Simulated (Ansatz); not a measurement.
Start from `O[Si](Cl)(Cl)Cl` and change one element to get `Cl[Si](Cl)(Cl)[TeH]`.

Ansatz, PBE0-D4/def2-TZVP geometries, multiplicity 1. Each molecule was computed in one conformer, which needn't be the lowest.

Elements past krypton have def2 core potentials.

| property | `O[Si](Cl)(Cl)Cl` |
| --- | --- |
| ideal-gas entropy at 298 K and 1 bar (rigid rotor, harmonic PBE0-D4/def2-TZVP) / J/(mol·K) | 352 |
| HOMO energy (PBE0/def2-TZVPP) / eV | -9.32 |
| LUMO energy (ωB97M-V/def2-TZVPP) / eV | 1.80 |
| LUMO energy (B3LYP/def2-TZVPP) / eV | -0.32 |
| LUMO energy (PBE0/def2-TZVPP) / eV | -0.02 |
| LUMO energy (PBE/def2-TZVPP) / eV | -1.03 |

Give the same properties after the change, and the shifts. (An estimate is asked.)

Ansatz gave: 
```csv
property,`Cl[Si](Cl)(Cl)[TeH]`,shift
"ideal-gas entropy at 298 K and 1 bar (rigid rotor, harmonic PBE0-D4/def2-TZVP) / J/(mol·K)",391,39
HOMO energy (PBE0/def2-TZVPP) / eV,-7.07,2.25
LUMO energy (ωB97M-V/def2-TZVPP) / eV,0.38,-1.42
LUMO energy (B3LYP/def2-TZVPP) / eV,-1.71,-1.39
LUMO energy (PBE0/def2-TZVPP) / eV,-1.49,-1.47
LUMO energy (PBE/def2-TZVPP) / eV,-2.29,-1.26
```

With PBE0 the HOMO rises by 2.25 eV and the LUMO falls by 1.47 eV, so the gap narrows by about 3.72 eV. PBE moves the HOMO by 1.89 eV and ωB97M-V by 2.41 eV.

B3LYP here is the variant with VWN-RPA as its local correlation; programs differ in this.

Spin–orbit coupling is left out; it splits and shifts lone-pair levels of the heavy atoms by tenths of an eV.
